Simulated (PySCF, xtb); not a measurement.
BBrH2O. Atoms are numbered in the order given.

```xyz
5

B      0.5969     1.1011     0.0000
H      1.7644     1.2936     0.0000
Br    -0.0424    -0.7352     0.0000
O     -0.2589     2.1308     0.0000
H     -1.1923     1.8844     0.0000
```
Charge 0, spin multiplicity 1.

The structure is a stationary point at B3LYP-D3(BJ)/def2-TZVP. The values are those of a single conformer.

Calculation: IEF-PCM-M06-2X/def2-SVP (PySCF).

The values are the electrostatic part of the solvation free energy, E(continuum) − E(gas) at the gas-phase geometry, in a cavity of scaled van der Waals radii (PySCF's table); cavitation and dispersion terms are not included. In vacuum the orbital gap is 10.15 eV. The dipole moment in vacuum is 1.32 D.

Problem. Estimate the values in water (ε = 78.36), toluene (ε = 2.37), ethanol (ε = 24.85). (An estimate is asked for; the answer gives what the named calculation found.)

Solution. 
```tsv
solvent	ε	ΔG(elec) (kcal/mol)	dipole (D)	gap (eV)
water	78.36	-3.9	1.67	10.27
toluene	2.37	-1.8	1.47	10.21
ethanol	24.85	-3.8	1.65	10.26
```

For comparison, GFN2-xTB/ALPB(water) (xtb, at the GFN2-xTB geometry, all terms of that model) gives -5.1 kcal/mol.
